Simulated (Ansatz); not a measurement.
Wavefunction ladder for CH8O3Si2 (`C[SiH](O)[SiH](O)O`)

```csv
atom,x (Å),y (Å),z (Å)
C1,0.326,0.794,2.002
Si2,0.789,0.246,0.276
O3,1.381,-1.314,0.261
Si4,-1.052,-0.032,-1.154
O5,-0.604,0.556,-2.626
O6,-1.382,-1.647,-1.160
H7,-0.430,0.136,2.436
H8,-0.083,1.809,1.975
H9,1.195,0.804,2.664
H10,1.823,1.185,-0.250
H11,2.240,-1.477,0.652
H12,-2.331,0.607,-0.740
H13,-1.256,0.541,-3.329
H14,-0.616,-2.209,-1.008
```

Charge 0, multiplicity 1. The structure was optimised at the PBE0-D4/def2-TZVP level. It is one conformer, not always the lowest. Frozen core, restricted reference, Ansatz. CBS rows extrapolate triple and quadruple zeta; past MP2 they add the triple-zeta difference.

```tsv
basis	HF (Eh)	MP2 corr.	CCSD corr.	(T)	CCSD(T) total
def2-TZVPP	-845.28812	-1.14201	-1.18590	-0.04262	-846.51664
def2-QZVPP	-845.31961	-1.23240	–	–	–
CBS(def2)	-845.32395	-1.29936	-1.34325	as TZ	-846.70982
```
